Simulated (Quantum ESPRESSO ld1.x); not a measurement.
All-electron atom: Cu III in [Ne] 3s1 3p6 3d10 (not the ground configuration). Calculated with ld1.x of Quantum ESPRESSO 7.5: Dirac Kohn-Sham, BLYP, spin-unpolarised, spherical densities, point nucleus.

Normalised radial functions P(r) = r R(r) (large component), r in bohr:

r          2p3/2    3p3/2
0.001731  0.0022   0.0008
0.0022    0.0035   0.0013
0.002797  0.0056   0.0021
0.003584  0.0090   0.0034
0.004556  0.0143   0.0054
0.005792  0.0226   0.0086
0.007363  0.0357   0.0135
0.009435  0.0567   0.0215
0.01199   0.0881   0.0334
0.01525   0.1355   0.0513
0.01938   0.2060   0.0779
0.02464   0.3082   0.1164
0.03158   0.4580   0.1725
0.04014   0.6555   0.2456
0.05103   0.9098   0.3382
0.06487   1.2156   0.4457
0.08313   1.5603   0.5577
0.1057    1.8716   0.6391
0.1344    2.0874   0.6526
0.1708    2.1283   0.5501
0.2171    1.9433   0.2962
0.2782    1.5341  -0.1186
0.3537    1.0301  -0.5940
0.4496    0.5641  -1.0110
0.5716    0.2405  -1.2324
0.7325    0.0721  -1.1873
0.9312    0.0153  -0.9333
1.184     0.0020  -0.6017
1.505     0.0002  -0.3131
1.913     0.0000  -0.1270
2.452     0.0000  -0.0364
3.116     0.0000  -0.0074

2p3/2: eigenvalue -938.54 eV, 0 radial nodes, <r> = 0.207 bohr, 90 % of the charge inside 0.339 bohr. 3p3/2: eigenvalue -97.980 eV, 1 radial node at r = 0.261 bohr, <r> = 0.746 bohr, 90 % of the charge inside 1.15 bohr.
